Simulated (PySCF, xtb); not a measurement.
CH₇BN₂O, SMILES CNB(N)O. One conformer was computed; it need not be the lowest.

Harmonic wavenumbers (cm⁻¹) from GFN2-xTB (xtb) at its own minimum, in rising order: 58, 122, 224, 242, 360, 411, 454, 454, 495, 527, 793, 819, 971, 1071, 1115, 1132, 1247, 1375, 1416, 1450, 1486, 1502, 1528, 2888, 2937, 3035, 3458, 3550, 3594, 3666.

What does PBE-D3(BJ)/def2-SVP run with PySCF give at its own minimum? (Estimate from the structure and the level; the computed values follow.)

110, 141, 222, 273, 321, 390, 431, 478, 479, 606, 793, 865, 974, 1064, 1105, 1148, 1285, 1367, 1414, 1420, 1430, 1496, 1546, 2892, 2982, 3037, 3542, 3550, 3655, 3775. Paired by order, the mean absolute difference is 28 cm⁻¹ and the zero-point energies are 60.6 and 61.2 kcal/mol.
